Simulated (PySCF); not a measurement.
F2Sr, charge +1, doublet, at a GFN2-xTB geometry (such geometries of metal compounds can be far from the true shape) (a state made from the parent by changing its charge; the spin is typed, not shown lowest) (core potentials on Sr); DF-PBE/def2-SVP (PySCF).

Here is a job for PySCF.
```python
from pyscf import gto, scf, dft

mol = gto.M(
    atom='''
Sr   -0.51111909   -0.11805827   -0.04548426
F     0.91037426    1.34179717   -0.84459637
F     1.24768413   -0.84332893    1.03664102
''',
    basis='def2-svp',
    ecp={'Sr': 'def2-svp'},
    charge=1,
    spin=1,
    verbose=4,
)

mf = dft.UKS(mol)
mf.xc = 'pbe'
mf = mf.density_fit(auxbasis='def2-universal-jkfit')
mf.kernel()
mf.analyze()
```

The log (banner, timings and long lists left out):

```
PySCF version 2.14.0

[INPUT] verbose = 4
[INPUT] num. atoms = 3
[INPUT] num. electrons = 27
[INPUT] charge = 1
[INPUT] spin (= nelec alpha-beta = 2S) = 1
[INPUT] symmetry False subgroup None
[INPUT] Mole.unit = angstrom
[INPUT] Symbol           X                Y                Z      unit          X                Y                Z       unit  Magmom
[...]
nuclear repulsion = 58.2848976764709
number of shells = 21
number of NR pGTOs = 97
number of NR cGTOs = 51
basis = def2-svp
ecp = {'Sr': 'def2-svp'}

******** <class 'pyscf.df.df_jk.DFUKS'> ********
method = DFUKS
initial guess = minao
damping factor = 0
level_shift factor = 0
DIIS = <class 'pyscf.scf.diis.CDIIS'>
diis_start_cycle = 1
diis_space = 8
diis_damp = 0
SCF conv_tol = 1e-09
SCF conv_tol_grad = None
SCF max_cycles = 50
direct_scf = False
number electrons alpha = 14  beta = 13
XC library pyscf.dft.libxc version 7.1.2
    S. Lehtola, C. Steigemann, M. J. T. Oliveira, and M. A. L. Marques,  SoftwareX 7, 1–5 (2018)
XC functionals = pbe
    J. P. Perdew, K. Burke, and M. Ernzerhof,  Phys. Rev. Lett. 77, 3865 (1996)
    J. P. Perdew, K. Burke, and M. Ernzerhof,  Phys. Rev. Lett. 78, 1396 (1997)
    J. P. Perdew, K. Burke, and M. Ernzerhof,  Phys. Rev. Lett. 77, 3865 (1996)
    J. P. Perdew, K. Burke, and M. Ernzerhof,  Phys. Rev. Lett. 78, 1396 (1997)
radial grids:
    Treutler-Ahlrichs [JCP 102, 346 (1995); DOI:10.1063/1.469408] (M4) radial grids

becke partition: Becke, JCP 88, 2547 (1988); DOI:10.1063/1.454033
pruning grids: <function nwchem_prune>
grids dens level: 3
symmetrized grids: False
atomic radii adjust function: <function treutler_atomic_radii_adjust>
small_rho_cutoff = 0
Set gradient conv threshold to 3.16228e-05
tot grids = 50440
init E= -217.81454876947

cycle= 1 E= -227.545705521707  delta_E= -9.73  |g|= 1.78  |ddm|= 2.62
cycle= 2 E= -203.489679180689  delta_E= 24.1  |g|= 3.82  |ddm|= 6.28

cycle= 3 E= -229.11310450037  delta_E= -25.6  |g|= 1.32  |ddm|= 5.73
cycle= 4 E= -229.543915724929  delta_E= -0.431  |g|= 0.66  |ddm|= 1.05

cycle= 5 E= -228.744008721362  delta_E=  0.8  |g|= 1.59  |ddm|= 1.47
cycle= 6 E= -229.52061560431  delta_E= -0.777  |g|= 0.717  |ddm|= 0.615
cycle= 7 E= -229.60393871902  delta_E= -0.0833  |g|= 0.575  |ddm|= 1.05
cycle= 8 E= -229.669100325977  delta_E= -0.0652  |g|= 0.462  |ddm|= 0.303
cycle= 9 E= -229.683366967476  delta_E= -0.0143  |g|= 0.44  |ddm|= 0.0723
cycle= 10 E= -229.678828849969  delta_E= 0.00454  |g|= 0.448  |ddm|= 0.025
[...]
converged SCF energy = -229.815082774039  <S^2> = 0.75396286  2S+1 = 2.0039589
[...]
**** SCF Summaries ****
Total Energy =                        -229.815082774038899
Nuclear Repulsion Energy =              58.284897676470919
One-electron Energy =                 -440.144454018392253
Two-electron Energy =                  152.044473567882449
Two-electron Coulomb Energy =          176.876823730410820
DFT Exchange-Correlation Energy =      -24.832350162528360
**** MO energy ****
                             alpha | beta                alpha | beta
[...]
spin_pop of  0 Sr 4s       -0.00008
spin_pop of  0 Sr 5s       -0.00009
spin_pop of  0 Sr 6s       -0.00131
spin_pop of  0 Sr 7s       -0.00009
spin_pop of  0 Sr 4px       0.00004
spin_pop of  0 Sr 4py       0.00007
spin_pop of  0 Sr 4pz       0.00005
spin_pop of  0 Sr 5px      -0.00042
spin_pop of  0 Sr 5py       0.00042
spin_pop of  0 Sr 5pz       0.00021
spin_pop of  0 Sr 6px      -0.00045
spin_pop of  0 Sr 6py       0.00040
spin_pop of  0 Sr 6pz       0.00022
spin_pop of  0 Sr 4dxy     -0.00344
spin_pop of  0 Sr 4dyz     -0.00357
spin_pop of  0 Sr 4dz^2    -0.00321
spin_pop of  0 Sr 4dxz     -0.00237
spin_pop of  0 Sr 4dx2-y2   -0.00729
spin_pop of  0 Sr 5dxy     -0.00032
spin_pop of  0 Sr 5dyz     -0.00066
spin_pop of  0 Sr 5dz^2    -0.00050
spin_pop of  0 Sr 5dxz     -0.00020
spin_pop of  0 Sr 5dx2-y2   -0.00113
spin_pop of  1 F 1s       -0.00000
spin_pop of  1 F 2s        0.00053
spin_pop of  1 F 3s       -0.00031
spin_pop of  1 F 2px       0.21017
spin_pop of  1 F 2py       0.12711
spin_pop of  1 F 2pz       0.17514
spin_pop of  1 F 3px      -0.00026
spin_pop of  1 F 3py      -0.00028
spin_pop of  1 F 3pz      -0.00024
spin_pop of  1 F 3dxy     -0.00000
spin_pop of  1 F 3dyz      0.00003
spin_pop of  1 F 3dz^2    -0.00000
spin_pop of  1 F 3dxz      0.00002
spin_pop of  1 F 3dx2-y2    0.00001
spin_pop of  2 F 1s       -0.00000
spin_pop of  2 F 2s        0.00053
spin_pop of  2 F 3s       -0.00032
spin_pop of  2 F 2px       0.10477
spin_pop of  2 F 2py       0.28499
spin_pop of  2 F 2pz       0.12258
spin_pop of  2 F 3px      -0.00025
spin_pop of  2 F 3py      -0.00029
spin_pop of  2 F 3pz      -0.00024
spin_pop of  2 F 3dxy      0.00002
spin_pop of  2 F 3dyz      0.00004
spin_pop of  2 F 3dz^2     0.00000
spin_pop of  2 F 3dxz     -0.00000
spin_pop of  2 F 3dx2-y2    0.00000
In total            14.00000 | 13.00000

WARN: System has nonzero charge 1; the dipole moment is origin-dependent.
Location of origin: [0. 0. 0.]

Dipole moment(X, Y, Z, Debye): -6.75882, -1.56070, -0.60184
```
